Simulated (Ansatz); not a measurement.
Stepwise reaction of `[NH2][InH][NH2]` with hydrogen chloride, as a gas-phase model of exchange steps in deposition or etching. ΔE in kJ/mol; ΔG adds harmonic PBE0-D4 terms to CCSD(T)/CBS, at 1 bar.

Program: Ansatz. Geometries: PBE0-D4/def2-TZVP. ΔE: electronic, gas phase. CCSD(T)/CBS adds triple-zeta CCSD(T) − MP2 to the extrapolated MP2 energy (def2 sets, frozen cores). This one scheme is used for every species. Functionals use def2-TZVPP. B3LYP here is the variant with VWN-RPA as its local correlation; programs differ in this. def2 core potentials past Kr. For In outer-core shells are correlated without core-valence functions, which leaves a few kJ/mol of doubt a bond. One conformer a species, not always the lowest.

```
step                                        reaction  PBE-D4  B3LYP-D4  ωB97M-V  CCSD(T)/CBS  ΔG(600 K)
   2  `[NH2][InH][Cl]` + HCl → `[Cl][InH][Cl]` + NH₃  -100.9    -104.4   -103.8        -99.5      -87.5
```

(1) Give the row of step 1, `[NH2][InH][NH2]` + HCl → `[NH2][InH][Cl]` + NH₃. (Best estimate.)

(2) By hand: ΔE of the 2 steps together at CCSD(T)/CBS.

Results:

(1) Ansatz gave: 
| step | reaction | PBE-D4 | B3LYP-D4 | ωB97M-V | CCSD(T)/CBS | ΔG(600 K) |
| --- | --- | --- | --- | --- | --- | --- |
| 1 | `[NH2][InH][NH2]` + HCl → `[NH2][InH][Cl]` + NH₃ | -118.9 | -122.6 | -121.7 | -116.9 | -111.3 |

(2) (-116.9) + (-99.5) = -216.4 kJ/mol, or -108.2 kJ/mol a step.

In ΔE each step is higher than the one before. All are downhill at CCSD(T)/CBS. ΔG lies between -111.3 and -87.5 kJ/mol a step. PBE-D4 differs from CCSD(T)/CBS by -2.0 to -1.4 kJ/mol a step. Isolated molecules leave out the surface, adducts and barriers. Largest T1 diagnostic: 0.015.
